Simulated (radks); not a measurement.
The mean radii <r> (bohr) of the occupied orbitals of an atom or ion are listed with their occupations. Calculated with a radial shooting solver on a logarithmic mesh with Libxc functionals: Dirac Kohn-Sham, relativistic LDA (MacDonald-Vosko exchange, VWN5 correlation), spin-unpolarised, spherical densities, finite nucleus; Fermi nuclear charge, rms radius of each element as measured or else 0.836 A^(1/3) + 0.57 fm.

orbital  occ.      <r>
1s1/2       2  0.02010
2s1/2       2  0.08449
2p1/2       2  0.07019
2p3/2       4  0.07751
3s1/2       2   0.2180
3p1/2       2   0.2073
3p3/2       4   0.2203
3d3/2       4   0.1929
3d5/2       6   0.1969
4s1/2       2   0.4400
4p1/2       2   0.4369

Name the element and its charge. Open shells, if any, fill j = l - 1/2 first.

Answer. Z = 69, thulium, charge +37: Tm37+ in [Ar] 3d10 4s2 4p2. The 1s radius gives Z: for a bare nucleus <r> = (2 gamma + 1)/(2Z) with gamma = sqrt(1 - (Z/c)^2), 0.01977 bohr for Z = 69, and screening makes it slightly larger (0.02010 here). The occupations add up to 32, and the charge is Z minus that.
